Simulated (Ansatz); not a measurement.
`[F][GeH2][AlH2]` + H₂O → `[OH][GeH2][F]` + `[AlH3]` at 600 K and 1 bar (formal hydrolysis of a Ge–Al bond).

Program: Ansatz. Geometries: PBE0-D4/def2-TZVP. ΔE: electronic, gas phase. CCSD(T)/CBS adds triple-zeta CCSD(T) − MP2 to the extrapolated MP2 energy (def2 sets, frozen cores). This one scheme is used for every species. For Ge outer-core shells are correlated without core-valence functions, which leaves a few kJ/mol of doubt a bond. Scalar relativity is left out up to krypton. One conformer a species, not always the lowest.

```csv
species,CCSD(T)/CBS energy (Eh),H − E (kJ/mol),S (J/(mol·K))
`[F][GeH2][AlH2]`,-2420.33314,132.0,402.8
H₂O,-76.37941,76.8,212.8
`[OH][GeH2][F]`,-2252.93819,124.2,350.1
`[AlH3]`,-243.78045,74.2,242.3
```

H − E and S are ideal-gas, rigid-rotor, harmonic terms from PBE0-D4/def2-TZVP, for one conformer and one mirror image of each species. 1 Eh = 2625.50 kJ/mol, R = 8.31446 J/(mol·K).

**Question.** By hand: ΔE, ΔH, ΔS and ΔG.

**Answer.** ΔE = (-2252.93819) + (-243.78045) − (-2420.33314) − (-76.37941) = -0.00609 Eh = -16.0 kJ/mol. Δ(H − E) = 124.2 + 74.2 − 132.0 − 76.8 = -10.4, so ΔH = -26.4 kJ/mol. ΔS = 350.1 + 242.3 − 402.8 − 212.8 = -23.2 J/(mol·K). ΔG = -26.4 − 600 × (-23.2)/1000 = -12.5 kJ/mol.

**Question.** By hand: the equilibrium constant, and the temperature at which ΔG would vanish if ΔH and ΔS stayed fixed.

**Answer.** log₁₀ K = −ΔG/(RT ln 10) = 1.1. ΔG = 0 at ΔH/ΔS = 1138 K.

TΔS isn't small against ΔH here. A doubt of 5 kJ/mol in ΔE shifts log₁₀ K by 0.4 here. Other conformers and mirror images would add mixing entropy, several J/(mol·K) or more a flexible species. These are equilibria of isolated gas molecules and say nothing of rates. Largest T1 diagnostic: 0.012 (customary marks: 0.02 for closed shells, 0.045 for open ones).
